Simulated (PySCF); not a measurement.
C₆H₇FSi, SMILES Fc1ccc([SiH3])cc1 (GFN2-xTB optimised geometry):

```
15

F     -1.340    -3.169     0.000
C     -0.684    -1.988     0.000
C     -1.412    -0.813     0.000
C     -0.727     0.388     0.000
C      0.664     0.434     0.000
Si     1.604     2.072    -0.004
C      1.359    -0.773     0.000
C      0.699    -1.988     0.000
H     -2.490    -0.850     0.000
H     -1.288     1.311     0.000
H      0.637     3.169     0.053
H      2.490     2.113     1.161
H      2.400     2.160    -1.230
H      2.439    -0.762     0.000
H      1.236    -2.924     0.000
```

Computed with PBE/def2-TZVP in PySCF.

Question: What are the frontier orbital energies and the dipole moment?

Answer: HOMO-2 -7.79 eV, HOMO-1 -6.75 eV, HOMO -6.26 eV, LUMO -1.58 eV, LUMO+1 -1.44 eV; dipole moment 0.64 D.

On the same geometry PySCF 2.14.0 with PBE0/def2-TZVP gives HOMO-2 -9.16 eV, HOMO-1 -7.77 eV, HOMO -7.30 eV, LUMO -0.70 eV, LUMO+1 -0.54 eV; dipole moment 0.84 D.

Meta-Löwdin charges at PBE/def2-TZVP: F1 -0.25, C2 0.29, C3 -0.16, C4 -0.10, C5 -0.22, Si6 0.43, C7 -0.10, C8 -0.16, H9 0.14, H10 0.12, H11 -0.08, H12 -0.08, H13 -0.08, H14 0.12, H15 0.14.
